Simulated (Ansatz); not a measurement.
```yaml
crystal:
  periodic: [false, false, false]
  atoms:
    - {symbol: C, position_ang: [-0.123164, 1.328294, -1.141916]}
    - {symbol: C, position_ang: [0.704874, 0.416998, -0.300443]}
    - {symbol: Ge, position_ang: [-0.154284, -0.935332, 0.728956]}
    - {symbol: Cl, position_ang: [-2.077457, -1.098007, 0.469953]}
    - {symbol: H, position_ang: [0.377384, 2.130091, -1.403485]}
    - {symbol: H, position_ang: [-1.113211, 1.253428, -0.917873]}
    - {symbol: H, position_ang: [1.905921, 0.539457, -0.033230]}
    - {symbol: H, position_ang: [0.351818, -2.487730, 0.249444]}
    - {symbol: H, position_ang: [0.122889, -1.065237, 2.287259]}
basis:
  gaussian: {orbitals: cc-pVDZ}
magnetization: {spin_polarized: true, initial_magnetization: 1}
hamiltonian: {xc: {name: rPW86-PBE}, dispersion: rvv10}
accuracy: high
output: {forces: true}
```

```sh
$ ansatz run in.yaml --threads 4 --pin off --events-out ev --progress --plain --max-ram 10444MiB
```

Shortened log:

```
Error: a molecule whose nuclei and cores have a total charge of 66 cannot have a net charge of 0 together with 1 unpaired electrons
```

In this input the number of unpaired electrons doesn't fit the electron count. The input was rejected before any iteration.
